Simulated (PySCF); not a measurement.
How far are cheaper levels from CCSD(T)/CBS for HBr?

PySCF; the state is a singlet (closed shell). The composite is CCSD(T) extrapolated to the basis-set limit from two correlation-consistent sets, with core-valence (CV) and scalar-relativistic (SR) terms as its label shows; it has no spin–orbit coupling and nothing beyond (T). Here it is CCSD(T)/CBS(TQ)+CV. It gives Re = 1.414 Å, ωe = 2657 cm⁻¹ and De = 4.06 eV to H + Br.

```json
{"level": "RHF-CCSD", "basis": "cc-pVTZ/cc-pVTZ-PP", "relativity": "scalar-relativistic core potentials", "Re (Å)": "1.409", "ωe (cm⁻¹)": "2705", "De (eV)": "3.93"}
{"level": "RHF-CCSD(T)", "basis": "def2-TZVPP", "relativity": "no relativity", "Re (Å)": "1.415", "ωe (cm⁻¹)": "2675", "De (eV)": "4.00"}
{"level": "revPBE", "basis": "cc-pVTZ/cc-pVTZ-PP", "relativity": "scalar-relativistic core potentials", "Re (Å)": "1.435", "ωe (cm⁻¹)": "2549", "De (eV)": "3.89"}
{"level": "r²SCAN", "basis": "cc-pVTZ/cc-pVTZ-PP", "relativity": "scalar-relativistic core potentials", "Re (Å)": "1.420", "ωe (cm⁻¹)": "2632", "De (eV)": "4.01"}
{"level": "r²SCAN", "basis": "def2-TZVPPD", "relativity": "no relativity", "Re (Å)": "1.420", "ωe (cm⁻¹)": "2652", "De (eV)": "4.06"}
{"level": "r²SCANh", "basis": "6-31G(d,p)", "relativity": "no relativity", "Re (Å)": "1.418", "ωe (cm⁻¹)": "2690", "De (eV)": "3.99"}
{"level": "B3LYP", "basis": "aug-cc-pVDZ/aug-cc-pVDZ-PP", "relativity": "scalar-relativistic core potentials", "Re (Å)": "1.434", "ωe (cm⁻¹)": "2599", "De (eV)": "3.92"}
{"level": "B3LYP", "basis": "def2-TZVPPD", "relativity": "no relativity", "Re (Å)": "1.424", "ωe (cm⁻¹)": "2624", "De (eV)": "4.00"}
{"level": "r²SCAN0", "basis": "def2-TZVPPD", "relativity": "no relativity", "Re (Å)": "1.413", "ωe (cm⁻¹)": "2712", "De (eV)": "3.99"}
{"level": "ωB97X", "basis": "cc-pVTZ/cc-pVTZ-PP", "relativity": "scalar-relativistic core potentials", "Re (Å)": "1.416", "ωe (cm⁻¹)": "2697", "De (eV)": "3.91"}
```

Q: Give the difference of each row from the composite.

A: 

| level | basis | ΔRe (pm) | Δωe (%) | ΔDe (eV) |
| --- | --- | --- | --- | --- |
| RHF-CCSD | cc-pVTZ/cc-pVTZ-PP | -0.5 | +1.8 | -0.13 |
| RHF-CCSD(T) | def2-TZVPP | +0.1 | +0.7 | -0.06 |
| revPBE | cc-pVTZ/cc-pVTZ-PP | +2.1 | -4.1 | -0.17 |
| r²SCAN | cc-pVTZ/cc-pVTZ-PP | +0.6 | -0.9 | -0.05 |
| r²SCAN | def2-TZVPPD | +0.6 | -0.2 | +0.00 |
| r²SCANh | 6-31G(d,p) | +0.4 | +1.2 | -0.07 |
| B3LYP | aug-cc-pVDZ/aug-cc-pVDZ-PP | +2.0 | -2.2 | -0.14 |
| B3LYP | def2-TZVPPD | +1.0 | -1.2 | -0.06 |
| r²SCAN0 | def2-TZVPPD | -0.1 | +2.1 | -0.07 |
| ωB97X | cc-pVTZ/cc-pVTZ-PP | +0.2 | +1.5 | -0.15 |

Q: Which rows come closest in De?

A: r²SCAN in def2-TZVPPD (+0.00 eV), counted from the composite.

Measured (Huber and Herzberg, Constants of Diatomic Molecules (1979)): Re = 1.414435 Å, ωe = 2648.975 cm⁻¹; the composite is off by -0.6 mÅ and +7.6 cm⁻¹.

Correlated steps freeze the inner cores (4 to 9 orbitals); shallow outer-core shells are correlated. Where the molecule has an RHF reference, its open-shell atoms are computed with UHF.
